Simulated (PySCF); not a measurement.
3-ethenylthietane (C5H8S), SMILES C1C(CS1)C=C. Geometry: B3LYP-D3(BJ)/def2-SVP. The values are those of a single conformer.

Computed equilibrium geometry at B3LYP-D3(BJ)/def2-SVP (PySCF confirms it by a frequency run) as Cartesian coordinates in Å, and its point group (one conformer of several):
point group Cs.
```xyz
14

C      2.9581     0.1837     0.0000
C      1.7627    -0.4125     0.0000
C      0.4452     0.2977     0.0000
C     -0.5369    -0.0592     1.1448
S     -1.9927     0.0256     0.0000
C     -0.5369    -0.0592    -1.1448
H      3.0503     1.2750     0.0000
H      3.8874    -0.3924     0.0000
H      1.7094    -1.5097     0.0000
H      0.6094     1.3865     0.0000
H     -0.3935    -1.0808     1.5312
H     -0.5703     0.6445     1.9886
H     -0.5703     0.6445    -1.9886
H     -0.3935    -1.0808    -1.5312
```
